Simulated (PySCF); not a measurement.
# Ir: electron affinity

Ir⁻ [Xe] 4f14 5d8 6s2 (3F) → Ir [Xe] 4f14 5d7 6s2 (4F), as a difference of total energies. Calculation: PySCF 2.14, in def2-TZVPPD with the def2 core potential (60 electrons) (6s5p3d2f1g, 59 functions); a scalar-relativistic core potential. Correlated levels: valence: 5s2 5p6 frozen. The calculations carry no spin-orbit coupling.

```tsv
method	electron affinity (eV)	difference from reference (eV)
UHF	-0.224	-1.788
MP2 (valence)	1.471	-0.093
SCS-MP2 (valence)	1.487	-0.077
CCSD (valence)	1.236	-0.328
CCSD(T) (valence)	1.389	-0.175
```

Reference: 1.564 eV (measured; photodetachment measurements, as compiled on the Wikipedia data page of electron affinities).

The reference lies between the lowest fine-structure levels, while these numbers refer to the centres of the terms.

Errors of the correlated levels include the incompleteness of this basis and the frozen core.

A negative affinity means that the anion lies above the atom at that level of theory.
